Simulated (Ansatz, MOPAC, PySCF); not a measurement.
Molecule: C$_{2}$H$_{6}$BO, charge 0, multiplicity 2. SMILES: CB(C)[O]
Structure (B3LYP-D3(BJ)/def2-TZVP (Ansatz, a first-principles code) minimum search):
```
B
O 1 1.2967
C 1 1.6023 2 119.89
H 3 1.0876 1 112.95 2 0.00
H 3 1.0924 4 109.42 1 -121.03
H 3 1.0924 4 109.42 5 -117.95
C 1 1.6023 2 119.89 3 180.00
H 7 1.0876 1 112.95 2 0.00
H 7 1.0924 8 109.42 1 -121.03
H 7 1.0924 8 109.42 9 -117.95
```
Charge 0, spin multiplicity 2.

Unscaled harmonic wavenumbers (cm⁻¹) in rising order, each level at the stationary point that it reaches from this structure (no distance between atoms moves by over 0.3 Å); the order of modes can differ between levels, and a negative number is imaginary. B3LYP-D3(BJ)/def2-TZVP (PySCF, at the structure above): 49, 113, 273, 273, 398, 683, 768, 817, 928, 938, 963, 1241, 1276, 1403, 1447, 1463, 1464, 1479, 3033, 3035, 3096, 3101, 3139, 3139.

AM1 (MOPAC): 15, 65, 292, 321, 437, 797, 851, 918, 972, 978, 1284, 1331, 1369, 1376, 1379, 1381, 1467, 1540, 3105, 3106, 3110, 3111, 3177, 3178. Zero-point energy 50.8 against 49.3 kcal/mol; where all levels lie over 400 cm⁻¹, the wavenumbers are on average 1.051 times those of B3LYP-D3(BJ)/def2-TZVP.

PM3 (MOPAC): 18, 55, 278, 293, 445, 758, 765, 821, 900, 903, 960, 1276, 1290, 1377, 1380, 1384, 1385, 1465, 3088, 3089, 3100, 3101, 3184, 3184. Zero-point energy 49.3 against 49.3 kcal/mol; where all levels lie over 400 cm⁻¹, the wavenumbers are on average 0.998 times those of B3LYP-D3(BJ)/def2-TZVP.

HF/6-31G* (Ansatz): 16, 89, 297, 367, 415, 737, 815, 876, 991, 1054, 1190, 1430, 1489, 1489, 1602, 1607, 1623, 1625, 3188, 3191, 3240, 3245, 3274, 3274. Zero-point energy 53.1 against 49.3 kcal/mol; where all levels lie over 400 cm⁻¹, the wavenumbers are on average 1.090 times those of B3LYP-D3(BJ)/def2-TZVP.
